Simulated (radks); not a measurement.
Pm13+, configuration [Kr] 4d10 5s2.

All-electron calculation, scalar-relativistic Kohn-Sham, PBE, spin-polarised, spherical densities, finite nucleus; Fermi nuclear charge, rms radius 4.962 fm. Program: a radial shooting solver on a logarithmic mesh with Libxc functionals.

Energy parts (hartree):
total: -9971.6302
kinetic: 10638.6455
electron-nucleus: -23779.8900
Hartree: 3388.8562
exchange-correlation: -219.2419

Orbitals (lengths in bohr, moments of r in powers of bohr; <r^-3> diverges for s and p1/2; r(max) is where P^2 peaks):
1s: occ. 2; eigenvalue (hartree) -1663.957; <r> 0.02318; <r^2> 0.0007317; r(max) 0.01479
2s: occ. 2; eigenvalue (hartree) -278.6152; <r> 0.09898; <r^2> 0.01156; r(max) 0.08380
2p: occ. 6; eigenvalue (hartree) -249.8450; <r> 0.08712; <r^-3> 9574; <r^2> 0.009265; r(max) 0.06762
3s: occ. 2; eigenvalue (hartree) -68.39930; <r> 0.2604; <r^2> 0.07745; r(max) 0.2386
3p: occ. 6; eigenvalue (hartree) -59.36307; <r> 0.2586; <r^-3> 1967; <r^2> 0.07748; r(max) 0.2338
3d: occ. 10; eigenvalue (hartree) -46.97243; <r> 0.2361; <r^-3> 267.5; <r^2> 0.06555; r(max) 0.1919
4s: occ. 2; eigenvalue (hartree) -20.93683; <r> 0.5810; <r^2> 0.3799; r(max) 0.5470
4p: occ. 6; eigenvalue (hartree) -17.89582; <r> 0.6095; <r^-3> 459.8; <r^2> 0.4208; r(max) 0.5686
4d: occ. 10; eigenvalue (hartree) -13.58249; <r> 0.6481; <r^-3> 54.67; <r^2> 0.4825; r(max) 0.5874
5s: occ. 2; eigenvalue (hartree) -8.93791; <r> 1.176; <r^2> 1.538; r(max) 1.139

The highest occupied level is 5s at -243.21 eV. For comparison, the ionisation energy in NIST's Atomic Spectra Database is 248 eV (theoretical). In exact Kohn-Sham theory the highest level is minus the ionisation energy, but local and semilocal functionals leave it too shallow, through self-interaction and a potential that decays too fast; potentials with the right tail come closer. The electron density at the nucleus is 5.142e+05 e/bohr^3 (large components only).
